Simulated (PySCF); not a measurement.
Job file and geometry (Å, from GFN2-xTB) of an NMR shielding run on `BOB(C#C[SiH3])CC(C)C`, C$_{6}$H$_{14}$B$_{2}$OSi, GIAO PBE0/pcSseg-1 NMR shielding, non-relativistic, gas phase in PySCF; density fitting, a coarse starting grid and PySCF grid level 2 are the driver's defaults:

```
$ OMP_NUM_THREADS=1 python probes_run.py task.json out

{"job": {"kind": "nmr", "xc": "PBE0", "basis": "pcSseg-1"}, "charge": 0, "multiplicity": 1}
B      0.841073    -3.160449     1.799425
O      0.661379    -2.166476     0.989935
B      0.460407    -1.158507     0.183423
C      1.609167    -0.211588    -0.172970
C      2.496040     0.560465    -0.466102
Si     3.853408     1.730670    -0.913825
C     -0.987090    -0.897106    -0.466434
C     -1.453454     0.562993    -0.373688
C     -2.791291     0.749101    -1.087172
C     -1.567119     0.992202     1.087479
H      1.160466    -4.212981     1.368700
H      0.678688    -3.003362     2.959087
H      5.023260     0.944780    -1.318178
H      3.398760     2.578245    -2.020103
H      4.162801     2.548407     0.263095
H     -1.739454    -1.540095    -0.002134
H     -0.947566    -1.174490    -1.523787
H     -0.703341     1.195668    -0.861463
H     -2.710774     0.470586    -2.135628
H     -3.558000     0.129128    -0.626032
H     -3.112708     1.787366    -1.033509
H     -2.281296     0.362141     1.614666
H     -1.903093     2.024602     1.160330
H     -0.601997     0.908465     1.582442
```

Question: Write the output of this run.

Answer: 
```
coarse grid: 20080 points
cycle   1  E = -650.7043181960  dE =  9.688e-01  |g| = 7.236e-01  |ddm| = 4.265e+00
cycle   2  E = -650.6010286811  dE =  1.033e-01  |g| = 1.033e+00  |ddm| = 1.263e+00
cycle   3  E = -650.8117121577  dE = -2.107e-01  |g| = 1.798e-01  |ddm| = 7.408e-01
cycle   4  E = -650.8179623188  dE = -6.250e-03  |g| = 6.406e-02  |ddm| = 1.613e-01
cycle   5  E = -650.8185909076  dE = -6.286e-04  |g| = 4.118e-02  |ddm| = 6.681e-02
cycle   6  E = -650.8190052621  dE = -4.144e-04  |g| = 4.463e-03  |ddm| = 3.024e-02
cycle   7  E = -650.8190099113  dE = -4.649e-06  |g| = 1.533e-03  |ddm| = 5.440e-03
final grid: 188008 points
cycle   8  E = -650.8902569982  dE = -6.571e-05  |g| = 1.322e-02  |ddm| = 4.491e-02
cycle   9  E = -650.8902179570  dE =  3.904e-05  |g| = 1.958e-02  |ddm| = 2.284e-02
cycle  10  E = -650.8902948991  dE = -7.694e-05  |g| = 1.849e-03  |ddm| = 1.323e-02
cycle  11  E = -650.8902956212  dE = -7.221e-07  |g| = 3.815e-04  |ddm| = 1.563e-03
cycle  12  E = -650.8902956486  dE = -2.739e-08  |g| = 1.179e-04  |ddm| = 3.961e-04
cycle  13  E = -650.8902956501  dE = -1.497e-09  |g| = 9.511e-05  |ddm| = 1.535e-04
cycle  14  E = -650.8902956523  dE = -2.228e-09  |g| = 1.998e-05  |ddm| = 7.222e-05
cycle  15  E = -650.8902956524  dE = -8.708e-11  |g| = 3.710e-06  |ddm| = 1.608e-05
converged SCF energy = -650.8902956524

GIAO shielding tensors (ppm)
atom      isotropic    diamagn.    paramagn.     s11        s22        s33       span
  0 B       60.404     194.814    -134.411     14.504     55.728    110.979     96.476
  1 O       16.118     385.732    -369.614   -110.714     48.655    110.412    221.126
  2 B       66.908     198.681    -131.774     20.530     75.176    105.018     84.488
  3 C       64.192     262.161    -197.968    -44.211    -31.514    268.303    312.514
  4 C       74.190     266.637    -192.447    -14.558      8.369    228.758    243.317
  5 Si     448.418     882.594    -434.176    440.317    443.287    461.650     21.334
  6 C      146.297     255.075    -108.778    127.180    143.781    167.929     40.750
  7 C      155.920     246.281     -90.361    150.350    157.131    160.279      9.929
  8 C      158.500     246.621     -88.121    140.483    147.953    187.063     46.581
  9 C      160.022     250.640     -90.618    145.165    149.978    184.923     39.758
 10 H       26.293      29.163      -2.870     25.655     25.981     27.243      1.587
 11 H       26.270      30.412      -4.142     25.594     25.832     27.384      1.790
 12 H       27.437      28.064      -0.627     23.903     25.756     32.651      8.748
 13 H       27.411      29.592      -2.181     23.733     26.327     32.173      8.439
 14 H       27.415      29.140      -1.725     24.025     25.953     32.267      8.242
 15 H       31.095      34.458      -3.363     27.778     30.944     34.562      6.784
 16 H       30.434      33.657      -3.224     27.244     28.728     35.329      8.085
 17 H       29.436      35.247      -5.811     25.467     28.007     34.834      9.367
 18 H       30.496      30.031       0.465     26.280     28.217     36.991     10.711
 19 H       30.955      30.112       0.843     27.616     29.026     36.222      8.606
 20 H       30.497      29.551       0.947     26.261     27.898     37.333     11.072
 21 H       31.122      32.578      -1.455     28.359     28.824     36.185      7.826
 22 H       30.590      31.877      -1.286     26.715     27.784     37.272     10.557
 23 H       30.558      33.682      -3.124     25.919     30.102     35.653      9.734
```

Size and cost of the density-fitted run: 247 basis functions, 94 s wall time on 1 thread of an Arm Neoverse V1, shared host; peak memory 1.2 GiB.
